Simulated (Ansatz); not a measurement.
Molecule: CdCl$_{2}$ (charge 0, singlet). 
Structure (B3LYP-D3(BJ)/def2-TZVP (Ansatz, a program for electronic structure) minimum search):
```xyz
3

Cd     0.0000     0.0000     0.0000
Cl     0.0000     0.0000    -2.2851
Cl     0.0000     0.0000     2.2851
```
Charge 0, spin multiplicity 1.

Parts of the frozen-core correlation energy in STO-3G (Ansatz, hartree). Frozen orbitals: 28; correlated occupied orbitals by spin: 13 and 13; virtual: 4 and 4. Spin-orbit coupling is left out. Past Kr the def2 sets carry scalar-relativistic core potentials. STO-3G rows are all-electron and non-relativistic.

```tsv
term	value
reference (HF)	-6320.95799
MP2 opposite-spin	-0.01746
MP2 same-spin	-0.00336
CCSD correlation	-0.02754
(T)	-0.00116
T1 diagnostic	0.010
largest doubles amplitude	0.050
```
